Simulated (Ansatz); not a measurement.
Relaxation of CH4OSb (7 atoms, charge 1, multiplicity 1), to a largest force component of 0.02 eV/Å in at most 50 steps.

These are results of Ansatz 0.2.0, RKS PBE0-D4/def2-SVP, not measurements.

```xyz
7
Properties=species:S:1:pos:R:3
C -1.040 0.423 -0.986
Sb 0.080 0.250 0.663
O 1.252 -1.181 0.335
H -1.281 -0.524 -1.464
H -1.820 1.175 -0.986
H -0.141 0.980 -1.250
H 1.780 -1.563 1.046
```

**Question.** Where does it end, and by what steps?

**Answer.** The run converged. The force dipped under the threshold on the way, but the program's further checks kept it going. Limits of this set-up: the dipole of an ion depends on the origin. After 14 steps the energy has fallen by 0.918 eV; H6 moved furthest, 0.61 Å. Parted: Sb2–H6.

```
step  energy less start (eV)  largest force component (eV/Å)  accepted
   0                  0.0000                           3.838       yes
   1                 -0.7373                           0.887       yes
   2                 -0.8606                           1.109       yes
   3                 -0.8808                           0.734       yes
   4                 -0.9028                           0.496       yes
   5                 -0.9126                           0.156       yes
   6                 -0.9147                           0.088       yes
   7                 -0.9161                           0.019       yes
   8                 -0.9165                           0.083       yes
   9                 -0.9167                           0.068       yes
  10                 -0.9172                           0.025       yes
  11                 -0.9174                           0.024       yes
  12                 -0.9174                           0.098       yes
  13                 -0.9177                           0.046       yes
  14                 -0.9178                           0.004       yes
```

```xyz
7
Properties=species:S:1:pos:R:3
C -0.856 0.506 -0.987
Sb 0.321 0.483 0.762
O 0.954 -1.303 0.406
H -0.813 -0.488 -1.458
H -1.894 0.784 -0.733
H -0.460 1.277 -1.672
H 1.578 -1.699 1.039
```

The run took 36 s on 1 CPU thread of a shared host.
